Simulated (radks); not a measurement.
All-electron atom: Sm I in [Xe] 4f6.25 6s1.75 (fractional occupations, a model configuration).

Method: scalar-relativistic Kohn-Sham, BLYP, spin-polarised, spherical densities, point nucleus; open shells are filled with parallel spins first (spin-orbit coupling, left out, can overturn this in heavy ions); computed with a radial shooting solver on a logarithmic mesh with Libxc functionals.

Energy parts (hartree):
part                       energy
total                 -10428.2167
kinetic                11148.3720
electron-nucleus      -25392.2562
Hartree                 4052.0755
exchange-correlation    -236.4081

Orbitals (lengths in bohr, moments of r in powers of bohr; <r^-3> diverges for s and p1/2):
[
 {"orbital": "1s up", "occ.": "1", "eigenvalue (hartree)": "-1715.573", "<r^2>": "0.0007047", "<r>": "0.02274", "<1/r>": "68.83", "<r^-3>": "-"},
 {"orbital": "1s down", "occ.": "1", "eigenvalue (hartree)": "-1715.573", "<r^2>": "0.0007047", "<r>": "0.02274", "<1/r>": "68.83", "<r^-3>": "-"},
 {"orbital": "2s up", "occ.": "1", "eigenvalue (hartree)": "-280.2451", "<r^2>": "0.01111", "<r>": "0.09700", "<1/r>": "15.93", "<r^-3>": "-"},
 {"orbital": "2s down", "occ.": "1", "eigenvalue (hartree)": "-280.2440", "<r^2>": "0.01111", "<r>": "0.09700", "<1/r>": "15.93", "<r^-3>": "-"},
 {"orbital": "2p up", "occ.": "3", "eigenvalue (hartree)": "-249.9783", "<r^2>": "0.008916", "<r>": "0.08546", "<1/r>": "14.95", "<r^-3>": "10170"},
 {"orbital": "2p down", "occ.": "3", "eigenvalue (hartree)": "-249.9775", "<r^2>": "0.008915", "<r>": "0.08546", "<1/r>": "14.95", "<r^-3>": "10170"},
 {"orbital": "3s up", "occ.": "1", "eigenvalue (hartree)": "-61.32463", "<r^2>": "0.07431", "<r>": "0.2550", "<1/r>": "5.826", "<r^-3>": "-"},
 {"orbital": "3s down", "occ.": "1", "eigenvalue (hartree)": "-61.25689", "<r^2>": "0.07420", "<r>": "0.2549", "<1/r>": "5.831", "<r^-3>": "-"},
 {"orbital": "3p up", "occ.": "3", "eigenvalue (hartree)": "-51.86513", "<r^2>": "0.07442", "<r>": "0.2534", "<1/r>": "5.492", "<r^-3>": "2101"},
 {"orbital": "3p down", "occ.": "3", "eigenvalue (hartree)": "-51.79779", "<r^2>": "0.07429", "<r>": "0.2532", "<1/r>": "5.497", "<r^-3>": "2105"},
 {"orbital": "3d up", "occ.": "5", "eigenvalue (hartree)": "-39.05296", "<r^2>": "0.06282", "<r>": "0.2311", "<1/r>": "5.213", "<r^-3>": "285.2"},
 {"orbital": "3d down", "occ.": "5", "eigenvalue (hartree)": "-39.00094", "<r^2>": "0.06266", "<r>": "0.2308", "<1/r>": "5.217", "<r^-3>": "285.8"},
 {"orbital": "4s up", "occ.": "1", "eigenvalue (hartree)": "-12.16313", "<r^2>": "0.3790", "<r>": "0.5795", "<1/r>": "2.446", "<r^-3>": "-"},
 {"orbital": "4s down", "occ.": "1", "eigenvalue (hartree)": "-11.98940", "<r^2>": "0.3788", "<r>": "0.5793", "<1/r>": "2.446", "<r^-3>": "-"},
 {"orbital": "4p up", "occ.": "3", "eigenvalue (hartree)": "-9.05674", "<r^2>": "0.4284", "<r>": "0.6137", "<1/r>": "2.250", "<r^-3>": "462.6"},
 {"orbital": "4p down", "occ.": "3", "eigenvalue (hartree)": "-8.88352", "<r^2>": "0.4285", "<r>": "0.6137", "<1/r>": "2.250", "<r^-3>": "462.3"},
 {"orbital": "4d up", "occ.": "5", "eigenvalue (hartree)": "-4.70116", "<r^2>": "0.5235", "<r>": "0.6716", "<1/r>": "1.973", "<r^-3>": "52.01"},
 {"orbital": "4d down", "occ.": "5", "eigenvalue (hartree)": "-4.52954", "<r^2>": "0.5251", "<r>": "0.6723", "<1/r>": "1.971", "<r^-3>": "51.90"},
 {"orbital": "5s up", "occ.": "1", "eigenvalue (hartree)": "-1.56861", "<r^2>": "2.235", "<r>": "1.409", "<1/r>": "0.9404", "<r^-3>": "-"},
 {"orbital": "5s down", "occ.": "1", "eigenvalue (hartree)": "-1.47048", "<r^2>": "2.308", "<r>": "1.431", "<1/r>": "0.9234", "<r^-3>": "-"},
 {"orbital": "5p up", "occ.": "3", "eigenvalue (hartree)": "-0.83052", "<r^2>": "3.161", "<r>": "1.665", "<1/r>": "0.7856", "<r^-3>": "60.84"},
 {"orbital": "5p down", "occ.": "3", "eigenvalue (hartree)": "-0.75686", "<r^2>": "3.322", "<r>": "1.705", "<1/r>": "0.7647", "<r^-3>": "56.67"},
 {"orbital": "6s up", "occ.": "1", "eigenvalue (hartree)": "-0.12247", "<r^2>": "21.66", "<r>": "4.356", "<1/r>": "0.2884", "<r^-3>": "-"},
 {"orbital": "6s down", "occ.": "0.75", "eigenvalue (hartree)": "-0.11084", "<r^2>": "23.37", "<r>": "4.519", "<1/r>": "0.2779", "<r^-3>": "-"},
 {"orbital": "4f up", "occ.": "6.25", "eigenvalue (hartree)": "-0.06689", "<r^2>": "1.525", "<r>": "1.030", "<1/r>": "1.347", "<r^-3>": "6.064"},
 {"orbital": "5d up", "occ.": "0", "eigenvalue (hartree)": "-0.04803", "<r^2>": "15.80", "<r>": "3.509", "<1/r>": "0.3923", "<r^-3>": "1.817"},
 {"orbital": "6p up", "occ.": "0", "eigenvalue (hartree)": "-0.03753", "<r^2>": "47.53", "<r>": "6.388", "<1/r>": "0.1961", "<r^-3>": "2.898"},
 {"orbital": "6p down", "occ.": "0", "eigenvalue (hartree)": "-0.03240", "<r^2>": "53.11", "<r>": "6.744", "<1/r>": "0.1858", "<r^-3>": "2.528"},
 {"orbital": "5d down", "occ.": "0", "eigenvalue (hartree)": "-0.02796", "<r^2>": "22.49", "<r>": "4.129", "<1/r>": "0.3413", "<r^-3>": "1.291"}
]

The highest occupied level is 4f up at -1.820 eV. The density falls to 0.001 e/bohr^3 at r = 5.17 bohr. Summed over all electrons, <r^2> = 82.58 bohr^2, which gives a Langevin (diamagnetic) susceptibility term of -65.4 x 10^-6 cm^3/mol.
